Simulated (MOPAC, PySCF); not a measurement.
C₈H₁₃BO, SMILES `[C@H]12C[C@H](C=O)[C@H](CC1)[C@@H]2B`, neutral singlet in the gas phase. 

Cartesian coordinates (Å):
SMILES: O=C[C@H]1C[C@H]2CC[C@@H]1[C@@H]2B
```xyz
23

B     -1.6281     2.1308     0.3603
C     -0.4529     1.2575    -0.1620
C     -0.7021     0.0671    -1.1101
C     -1.3115    -0.9589    -0.1399
C     -0.5596    -0.6821     1.1896
C      0.4155     0.4451     0.8133
C      1.5018    -0.1212    -0.1413
C      2.2135    -1.3138     0.4334
O      2.1774    -2.4302    -0.0124
C      0.7250    -0.3830    -1.4503
H     -1.5975     2.6247     1.4666
H     -2.5524     2.4089    -0.3717
H      0.1483     2.0481    -0.6760
H     -1.3290     0.2764    -1.9883
H     -2.3956    -0.7985    -0.0278
H     -1.1709    -1.9902    -0.4964
H     -1.2474    -0.3301     1.9747
H     -0.0559    -1.5753     1.5884
H      0.8215     0.9947     1.6745
H      2.2746     0.6579    -0.2737
H      2.8028    -1.0938     1.3635
H      1.1409     0.2098    -2.2788
H      0.7818    -1.4438    -1.7357
```
Charge 0, multiplicity 1.

All levels are single points at this geometry (PBE0-D4/def2-SVP); Pople sets use spherical d functions. Orbital energies aren't observables, and empty levels follow the basis.

PBE0-D4/def2-TZVP in PySCF gives dipole (D) = 2.27.

Task: Estimate the dipole (D) from each of these levels: B3LYP-D3(BJ)/def2-TZVP in PySCF; PBE-D3(BJ)/def2-TZVP in PySCF; B3LYP/3-21G in PySCF; BP86/6-31G* in PySCF; PBE/6-31G* in PySCF; HF/6-31G* in PySCF; PM6 in MOPAC; PM7 in MOPAC.

Result: 
```
level                            dipole (D)
-------------------------------  ----------
B3LYP-D3(BJ)/def2-TZVP in PySCF        2.28
PBE-D3(BJ)/def2-TZVP in PySCF          2.11
B3LYP/3-21G in PySCF                   1.97
BP86/6-31G* in PySCF                   1.97
PBE/6-31G* in PySCF                    1.95
HF/6-31G* in PySCF                     2.61
PM6 in MOPAC                           2.91
PM7 in MOPAC                           2.87
```
